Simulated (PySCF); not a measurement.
C3H9O, charge +1, singlet, at a GFN2-xTB geometry, with bond 7-3 at 1.6 times its length; BLYP/6-31G* (PySCF).

PySCF was given this input:
```python
from pyscf import gto, scf, dft

mol = gto.M(
    atom='''
O     0.05586026   -0.68329506    0.10783272
C    -0.01267142    0.78735284    0.04115579
C     1.38355249   -1.24026318   -0.03569941
C    -1.46605047    1.19333821   -0.02607106
H     0.46194579    1.14755225    0.95586541
H     0.54921487    1.13949274   -0.82841198
H     1.25639441   -2.97328374    0.09365470
H     1.83952611   -0.96559385   -0.98766160
H     1.99255470   -0.86591714    0.78630868
H    -1.93476522    0.85317512   -0.94730704
H    -2.01811662    0.80424113    0.82553218
H    -1.53452893    2.27727882   -0.00067742
H    -0.53577495   -1.04303488   -0.58776898
''',
    basis='6-31g*',
    charge=1,
    verbose=4,
)

mf = dft.RKS(mol)
mf.xc = 'blyp'
mf.diis_space = 2
mf.kernel()
mf.analyze()
```

The log (banner, timings and long lists left out):

```
PySCF version 2.14.0

[INPUT] verbose = 4
[INPUT] num. atoms = 13
[INPUT] num. electrons = 34
[INPUT] charge = 1
[INPUT] spin (= nelec alpha-beta = 2S) = 0
[INPUT] symmetry False subgroup None
[INPUT] Mole.unit = angstrom
[INPUT] Symbol           X                Y                Z      unit          X                Y                Z       unit  Magmom
[...]
nuclear repulsion = 139.880945762326
number of shells = 42
number of NR pGTOs = 144
number of NR cGTOs = 74
basis = 6-31g*
ecp = {}

******** <class 'pyscf.dft.rks.RKS'> ********
method = RKS
initial guess = minao
damping factor = 0
level_shift factor = 0
DIIS = <class 'pyscf.scf.diis.CDIIS'>
diis_start_cycle = 1
diis_space = 2
diis_damp = 0
SCF conv_tol = 1e-09
SCF conv_tol_grad = None
SCF max_cycles = 50
direct_scf = True
direct_scf_tol = 1e-13
XC library pyscf.dft.libxc version 7.1.2
    S. Lehtola, C. Steigemann, M. J. T. Oliveira, and M. A. L. Marques,  SoftwareX 7, 1–5 (2018)
XC functionals = blyp
    A. D. Becke,  Phys. Rev. A 38, 3098 (1988)
    C. Lee, W. Yang, and R. G. Parr,  Phys. Rev. B 37, 785 (1988)
    B. Miehlich, A. Savin, H. Stoll, and H. Preuss,  Chem. Phys. Lett. 157, 200 (1989)
radial grids:
    Treutler-Ahlrichs [JCP 102, 346 (1995); DOI:10.1063/1.469408] (M4) radial grids

becke partition: Becke, JCP 88, 2547 (1988); DOI:10.1063/1.454033
pruning grids: <function nwchem_prune>
grids dens level: 3
symmetrized grids: False
atomic radii adjust function: <function treutler_atomic_radii_adjust>
small_rho_cutoff = 0
Set gradient conv threshold to 3.16228e-05
Initial guess from minao.
tot grids = 144712
init E= -194.795044083043
[...]
cycle= 1 E= -194.415152607697  delta_E= 0.38  |g|= 0.457  |ddm|= 2.89
[...]
cycle= 2 E= -194.378032888259  delta_E= 0.0371  |g|= 0.61  |ddm|= 0.88
[...]
cycle= 3 E= -194.462601956909  delta_E= -0.0846  |g|= 0.107  |ddm|= 0.539
[...]
cycle= 4 E= -194.461715520801  delta_E= 0.000886  |g|= 0.123  |ddm|= 0.187
[...]
cycle= 5 E= -194.464412859742  delta_E= -0.0027  |g|= 0.0553  |ddm|= 0.126
[...]
cycle= 6 E= -194.46399272238  delta_E= 0.00042  |g|= 0.0769  |ddm|= 0.0917
[...]
cycle= 7 E= -194.464670808806  delta_E= -0.000678  |g|= 0.0491  |ddm|= 0.0698
[...]
cycle= 8 E= -194.464314040379  delta_E= 0.000357  |g|= 0.0561  |ddm|= 0.078
[...]
cycle= 9 E= -194.464855642257  delta_E= -0.000542  |g|= 0.0407  |ddm|= 0.0644
[...]
cycle= 10 E= -194.464625498613  delta_E= 0.00023  |g|= 0.0546  |ddm|= 0.0525
[...]
cycle= 11 E= -194.464733062847  delta_E= -0.000108  |g|= 0.0385  |ddm|= 0.0594
[...]
cycle= 12 E= -194.464356001711  delta_E= 0.000377  |g|= 0.0561  |ddm|= 0.0734
[...]
cycle= 13 E= -194.464949971117  delta_E= -0.000594  |g|= 0.0349  |ddm|= 0.0476
[...]
cycle= 14 E= -194.464180887757  delta_E= 0.000769  |g|= 0.0571  |ddm|= 0.0696
[...]
cycle= 15 E= -194.464800959401  delta_E= -0.00062  |g|= 0.0385  |ddm|= 0.0733
[...]
cycle= 16 E= -194.464733632444  delta_E= 6.73e-05  |g|= 0.0501  |ddm|= 0.0506
[...]
cycle= 17 E= -194.464556712874  delta_E= 0.000177  |g|= 0.044  |ddm|= 0.0579
[...]
cycle= 18 E= -194.463987185059  delta_E= 0.00057  |g|= 0.0631  |ddm|= 0.0897
[...]
cycle= 19 E= -194.464870862098  delta_E= -0.000884  |g|= 0.0412  |ddm|= 0.0579
[...]
cycle= 20 E= -194.463685766513  delta_E= 0.00119  |g|= 0.07  |ddm|= 0.0823
[...]
cycle= 21 E= -194.464557393849  delta_E= -0.000872  |g|= 0.0477  |ddm|= 0.0923
[...]
cycle= 22 E= -194.464488267965  delta_E= 6.91e-05  |g|= 0.0625  |ddm|= 0.0639
[...]
cycle= 23 E= -194.464206943235  delta_E= 0.000281  |g|= 0.0551  |ddm|= 0.0701
[...]
cycle= 24 E= -194.463188975902  delta_E= 0.00102  |g|= 0.0801  |ddm|= 0.115
[...]
cycle= 25 E= -194.464691428378  delta_E= -0.0015  |g|= 0.0522  |ddm|= 0.0755
[...]
cycle= 26 E= -194.462887666992  delta_E= 0.0018  |g|= 0.0875  |ddm|= 0.101
[...]
cycle= 27 E= -194.464099316353  delta_E= -0.00121  |g|= 0.0615  |ddm|= 0.117
[...]
cycle= 28 E= -194.46403934563  delta_E= 6e-05  |g|= 0.0799  |ddm|= 0.0837
[...]
cycle= 29 E= -194.463612826501  delta_E= 0.000427  |g|= 0.0703  |ddm|= 0.087
[...]
cycle= 30 E= -194.461765033222  delta_E= 0.00185  |g|= 0.104  |ddm|= 0.149
[...]
cycle= 31 E= -194.464380776472  delta_E= -0.00262  |g|= 0.0669  |ddm|=  0.1
[...]
cycle= 32 E= -194.461598089768  delta_E= 0.00278  |g|= 0.111  |ddm|= 0.125
[...]
cycle= 33 E= -194.463284057965  delta_E= -0.00169  |g|= 0.08  |ddm|= 0.15
[...]
cycle= 34 E= -194.463260989399  delta_E= 2.31e-05  |g|= 0.103  |ddm|= 0.111
[...]
cycle= 35 E= -194.462633573265  delta_E= 0.000627  |g|= 0.0903  |ddm|= 0.109
[...]
cycle= 36 E= -194.459301202413  delta_E= 0.00333  |g|= 0.134  |ddm|= 0.193
[...]
cycle= 37 E= -194.463850309666  delta_E= -0.00455  |g|= 0.0864  |ddm|= 0.134
[...]
cycle= 38 E= -194.459547701261  delta_E= 0.0043  |g|= 0.141  |ddm|= 0.155
[...]
cycle= 39 E= -194.461831910239  delta_E= -0.00228  |g|= 0.105  |ddm|= 0.193
[...]
cycle= 40 E= -194.461904964559  delta_E= -7.31e-05  |g|= 0.133  |ddm|= 0.148
[...]
cycle= 41 E= -194.461009321752  delta_E= 0.000896  |g|= 0.117  |ddm|= 0.137
[...]
cycle= 42 E= -194.455036337069  delta_E= 0.00597  |g|= 0.175  |ddm|= 0.251
[...]
cycle= 43 E= -194.462927803627  delta_E= -0.00789  |g|= 0.112  |ddm|= 0.18
[...]
cycle= 44 E= -194.456258863175  delta_E= 0.00667  |g|= 0.179  |ddm|= 0.193
[...]
cycle= 45 E= -194.459218476651  delta_E= -0.00296  |g|= 0.138  |ddm|= 0.249
[...]
cycle= 46 E= -194.459514203837  delta_E= -0.000296  |g|= 0.173  |ddm|= 0.199
[...]
cycle= 47 E= -194.458271500508  delta_E= 0.00124  |g|= 0.152  |ddm|= 0.175
[...]
cycle= 48 E= -194.447641948759  delta_E= 0.0106  |g|= 0.228  |ddm|= 0.328
[...]
cycle= 49 E= -194.461286033885  delta_E= -0.0136  |g|= 0.147  |ddm|= 0.241
[...]
cycle= 50 E= -194.450913628412  delta_E= 0.0104  |g|= 0.23  |ddm|= 0.243
SCF not converged.
SCF energy = -194.450913628412
**** SCF Summaries ****
Total Energy =                        -194.450913628412138
Nuclear Repulsion Energy =             139.880945762326121
One-electron Energy =                 -532.538866404274700
Two-electron Energy =                  198.207007013536440
Two-electron Coulomb Energy =          226.043121021102223
DFT Exchange-Correlation Energy =      -27.836114007565790
HOMO-LUMO gap [eV] =                     6.077960841317928
**** MO energy ****
[...]
 ** Mulliken pop on meta-lowdin orthogonal AOs  **
 ** Mulliken pop  **
 ** Mulliken atomic charges  **
charge of    0O =     -0.22518
charge of    1C =      0.02319
charge of    2C =     -0.24212
charge of    3C =     -0.30293
charge of    4H =      0.15653
charge of    5H =      0.14164
charge of    6H =      0.24325
charge of    7H =      0.17549
charge of    8H =      0.18813
charge of    9H =      0.12268
charge of   10H =      0.13652
charge of   11H =      0.16454
charge of   12H =      0.41827

WARN: System has nonzero charge 1; the dipole moment is origin-dependent.
Location of origin: [0. 0. 0.]

Dipole moment(X, Y, Z, Debye):  0.87086, -2.06088, -1.14188
```

The run did not converge; its last values are not results.
